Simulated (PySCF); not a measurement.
CCl₃, charge +1, multiplicity 1. Atoms are numbered in the order given.

```xyz
4

Cl     1.6480     0.0000     0.0000
C      0.0000     0.0000     0.0000
Cl    -0.8240     1.4272     0.0000
Cl    -0.8240    -1.4272     0.0000
```
Charge +1, spin multiplicity 1.

Coordinates come from a PBE0-D3(BJ)/def2-SVP optimisation. The spin state was assumed, not searched. The isomer is the one that the SMILES or the coordinates give; other isomers of the formula were not compared.

These are SMD-B3LYP/def2-SVP run with PySCF values and carry that method's errors.

Solvation free energies are E(SMD) − E(gas) at the gas-phase geometry, for 1 M in both phases.

| solvent | ΔG(solv) (kcal/mol) | its non-electrostatic (CDS) part |
|---|---|---|
| water | -50.5 | 2.0 |
| tetrahydrofuran | -47.5 | -1.7 |
| chlorobenzene | ___ | ___ |

Question: Some entries are withheld; supply them. (An estimate is asked for; the answer gives what the named calculation found.)

Answer: 
- chlorobenzene, ΔG(solv) (kcal/mol): -45.7
- chlorobenzene, its non-electrostatic (CDS) part: -2.1
